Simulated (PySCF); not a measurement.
## Computed properties of CH₈ClNSi₂, SMILES N[Si@@](C)(Cl)[SiH3]

CH8ClNSi2, SMILES [SiH3][Si@@](Cl)(C)N. Geometry optimised at B3LYP-D3(BJ)/def2-SVP. The structure was generated by enumeration; whether it is a known compound was not checked. The values are those of a single conformer. All values are computed for the isolated molecule unless a solvent is named; none is compared with measurement here.

**Structure.** All 33 harmonic modes at B3LYP-D3(BJ)/def2-SVP (PySCF) are real, so it is a minimum. With heavy atoms numbered as in [CH3:1][Si@@:2]([NH2:3])([SiH3:4])[Cl:5], the shortest bond between them is Si2–N3 at 1.727 Å and the longest Si2–Si4 at 2.342 Å.

**Vibrations.** The strongest infrared lines (harmonic, unscaled, degenerate partners summed) lie at 859 cm⁻¹ (208 km/mol, H 72 %, N 13 %, Si 12 %), 504 cm⁻¹ (191 km/mol, H 40 %, Si 38 %, Cl 15 %), 871 cm⁻¹ (145 km/mol, H 36 %, Si 33 %, N 27 %). The softest mode is at 97 cm⁻¹ and the zero-point energy is 56.4 kcal/mol.

**Electronic structure.** M06-2X/def2-TZVP (PySCF) places the frontier levels at -8.90 and 0.83 eV, a gap of 9.73 eV, and gives a dipole moment of 2.01 D and a mean polarisability of 86.0 bohr³. PBE/def2-TZVP (PySCF) at the same geometry gives -6.40 and -0.76 eV, so its gap is 4.09 eV narrower. An orbital gap is neither the optical nor the fundamental gap.

**Excitations.** TDDFT-M06-2X/def2-SVPD (PySCF) has S1 at 6.78 eV (183 nm, f = 0.016, weak); the most intense of the 10 singlets computed lies at 7.89 eV (f = 0.37). T1 (TDA) is at 6.21 eV. TDDFT-PBE/def2-SVPD (PySCF) puts S1 at 5.88 eV. No vertical singlet excitation falls in the visible range (under 3.1 eV).

**NMR.** GIAO shifts at B3LYP/pcSseg-1 (PySCF) (non-relativistic, atoms alike by connectivity averaged): ¹³C at 6.9 ppm against TMS; ¹H from 0.8 to 3.6 ppm against TMS; ²⁹Si from -104.4 to 19.4 ppm against TMS. Without spin–orbit terms, shifts of atoms bonded to Cl or Br come out too high.

**Solvation.** SMD-ωB97X/6-31G* (PySCF) gives -1.8 kcal/mol in water, -6.2 kcal/mol in methanol, -5.9 kcal/mol in dichloromethane (1 M in both phases, gas-phase geometry); of these solvents methanol holds the molecule best.
